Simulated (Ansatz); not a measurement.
indium atom (In), doublet (all electrons, no relativity).

Ansatz (a first-principles code) was given this input:
Ansatz 0.2 input:
```yaml
crystal:
  periodic: [false, false, false]
  atoms:
    - {symbol: In, position_ang: [0.00000000, 0.00000000, 0.00000000]}
basis:
  gaussian:
    orbitals: STO-3G
hamiltonian:
  xc: pbe
magnetization: {spin_polarized: true, initial_magnetization: 1}
```

What does this run give for the <S^2>, total energy, number of basis functions?


| Item | Result |
|---|---|
| <S^2> | 0.750 |
| total energy | -5684.1109 Eh |
| number of basis functions | 27 |
